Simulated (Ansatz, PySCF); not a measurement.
Process, species as SMILES: F[Si](F)(F)[Si](F)(F)F + 6 [SiH4] (SiH4) → 6 F[SiH3] [fluorosilane] + [SiH3][SiH3]
Each molecule is optimised on its own at B3LYP-D3(BJ)/def2-TZVP (Ansatz, a first-principles code), one conformer each, not searched for the lowest. Frequencies are from Ansatz or PySCF.

Property: bond separation energy (enthalpy at 298 K, with B3LYP-D3(BJ) rigid-rotor harmonic-oscillator terms), in kcal/mol. Valence correlation only, unless marked. Spin-orbit coupling is left out. No relativistic terms. CBS marks a two-point X^-3 extrapolation of the correlation energy; Hartree-Fock from the larger set. The bracket is a focal-point correction in the basis named.

| level | program | bond separation energy (kcal/mol) |
|---|---|---|
| r2SCAN/def2-TZVPD | Ansatz | ___ |
| B3LYP-D3(BJ)/def2-TZVPD | Ansatz + dftd3 | 20.8 |
| PBE0-D4/def2-TZVP | Ansatz + dftd4 | ___ |
| HSE06-D3(BJ)/def2-TZVPD | Ansatz + dftd3 | 22.5 |
| LC-wPBE-D3(BJ)/def2-TZVPD | Ansatz + dftd3 | ___ |
| wB97X-V/def2-TZVPD | Ansatz | 21.8 |
| SCS-MP2/STO-3G | Ansatz | 19.3 |
| CCSD/cc-pV(T+d)Z | Ansatz | 23.9 |
| RI-MP2/CBS(cc-pV(T+d)Z,cc-pV(Q+d)Z)+[CCSD(T)-MP2]/cc-pV(T+d)Z | Ansatz | 21.2 |

**Question.** Some entries are withheld; supply them.

**Answer.** 
- r2SCAN/def2-TZVPD, bond separation energy (kcal/mol): 24.7
- PBE0-D4/def2-TZVP, bond separation energy (kcal/mol): 24.8
- LC-wPBE-D3(BJ)/def2-TZVPD, bond separation energy (kcal/mol): 22.0
